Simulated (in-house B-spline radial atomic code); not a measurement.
**RPA and G0W0 on BLYP: V8+**

Configuration [Ne] 3s2 3p3, highest spin, mean-field start BLYP. Computed with a B-spline radial code for spherical atoms: all electrons, non-relativistic, point nucleus, each spin shell either full or empty, empty states to l = 9 with an (l + 1/2)⁻⁴ tail; G0W0 by contour deformation at full frequency.

Command:
```bash
python run_gw.py task.json out
```
Settings (radii: box in bohr, nucleus in fm):
```
Z                        23
electrons                15
configuration            [Ne] 3s2 3p3
hamiltonian              nr
method                   b88,lyp
lmax                     9
spin_polarised           True
box_radius               7.7
intervals                47
```

Cost of the run: 1.8 s on 1 thread of Arm Neoverse N1, on a shared host.

Energies (hartree):

```json
{"term": "mean-field total", "value": "-921.29986"}
{"term": "Hartree-Fock functional on these orbitals", "value": "-920.62767"}
{"term": "direct second order", "value": "-1.1316"}
{"term": "second-order exchange", "value": "0.41206"}
{"term": "SOSEX correction", "value": "0.37299"}
```

Question: What is the RPA correlation energy, and what remains with SOSEX?

Answer: RPA gives -0.99533 hartree (-1.81 eV per electron); RPA + SOSEX gives -0.62234, and the second-order doubles -0.71956 hartree (no singles). RPA lacks exchange-type terms and so overcorrelates at short range.

Quasi-particle levels (eV):

```csv
level,occupied,mean field,Σx - vxc,Σc,QP weight,G0W0
3p up,yes,-191.47,-12.51,?,?,?
3s down,yes,-211.23,-8.10,-3.68,0.961,-223.01
2p down,yes,-674.55,-40.99,7.64,0.941,-707.91
3p down,no,-184.53,14.39,-3.83,0.955,-173.97
```

G0W0 = mean field + (Σx - vxc) + Σc, with Σc (partial-wave tail included) taken at the quasi-particle energy. Only the outer levels were computed. Levels of low weight are left out.

Question: Where does G0W0 put 3p up?

Answer: At -204.13 eV, with Σc = -0.15 eV and a quasi-particle weight of 0.954. The tabulated removal energy is 206 ± 0.4 eV (NIST, semi-empirical); the calculation leaves out relativity, Breit and QED terms, and what these don't explain is the method's own error.
